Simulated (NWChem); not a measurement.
System: CHF2NOSi; SMILES N#CO[SiH](F)F

The following NWChem deck was run.

```
start job
memory heap 200 mb stack 900 mb global 1100 mb
geometry units angstroms noautoz
  N      0.233126    -2.952897    -0.124425
  C     -0.110857    -1.865207     0.086140
  O     -0.519287    -0.675493     0.336570
  Si    -0.006682     0.779595    -0.329765
  F      1.423905     1.127773     0.284286
  F     -1.074402     1.836569     0.198238
  H      0.043961     0.709524    -1.792285
end
basis spherical
  * library 6-31g*
end
dft
  xc becke97-d
  disp vdw 2
  iterations 150
  mulliken
end
task dft energy
```

All runs use the structure optimised with PBE0/def2-SVP.

**Question.** What results follow from this input? (B97-D/6-31G* (spherical d).) Quantities: energy (Ha); highest occupied level (eV); orbital gap (eV); dipole (D).

**Answer.** 
```yaml
energy (Ha): -657.74
highest occupied level (eV): -7.49
orbital gap (eV): 7.09
dipole (D): 3.40
```
